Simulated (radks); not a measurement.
Species: Nd4+. Configuration: [Kr] 4d10 4f2 5s2 5p5 6s1 (not the ground configuration). All-electron calculation, Dirac Kohn-Sham, PBE, spin-unpolarised, spherical densities, finite nucleus; open shells fill j = l - 1/2 first; Fermi nuclear charge, rms radius 4.9123 fm. Program: a radial shooting solver on a logarithmic mesh with Libxc functionals. Some entries of the table are withheld. Estimate them.

| orbital | occ. | eigenvalue (eV) | <1/r> (bohr^-1) |
|---|---|---|---|
| 1s1/2 | 2 | -43414.01 | 66.04 |
| 2s1/2 | 2 | -7067.610 | 15.63 |
| 2p1/2 | 2 | -6689.528 | (1) |
| 2p3/2 | 4 | -6169.569 | (2) |
| 3s1/2 | 2 | -1580.339 | 5.663 |
| 3p1/2 | 2 | (3) | 5.577 |
| 3p3/2 | 4 | (4) | 5.181 |
| 3d3/2 | 4 | -1033.758 | 5.050 |
| 3d5/2 | 6 | -1011.342 | 4.950 |
| 4s1/2 | 2 | -360.3188 | 2.364 |
| 4p1/2 | 2 | -299.1785 | (5) |
| 4p3/2 | 4 | -276.3574 | (6) |
| 4d3/2 | 4 | (7) | (8) |
| 4d5/2 | 6 | (9) | (10) |
| 5s1/2 | 2 | -87.5823 | 0.9660 |
| 5p1/2 | 2 | -69.4740 | 0.8763 |
| 5p3/2 | 3 | -65.5459 | 0.8336 |
| 4f5/2 | 2 | -55.4919 | 1.429 |
| 4f7/2 | 0 | -54.9671 | 1.418 |
| 6s1/2 | 1 | -32.4515 | 0.4422 |

Answer. 
(1) 2p1/2 <1/r> (bohr^-1): 15.61
(2) 2p3/2 <1/r> (bohr^-1): 14.03
(3) 3p1/2 eigenvalue (eV): -1418.854
(4) 3p3/2 eigenvalue (eV): -1315.084
(5) 4p1/2 <1/r> (bohr^-1): 2.261
(6) 4p3/2 <1/r> (bohr^-1): 2.130
(7) 4d3/2 eigenvalue (eV): -175.6147
(8) 4d3/2 <1/r> (bohr^-1): 1.919
(9) 4d5/2 eigenvalue (eV): -171.5224
(10) 4d5/2 <1/r> (bohr^-1): 1.887
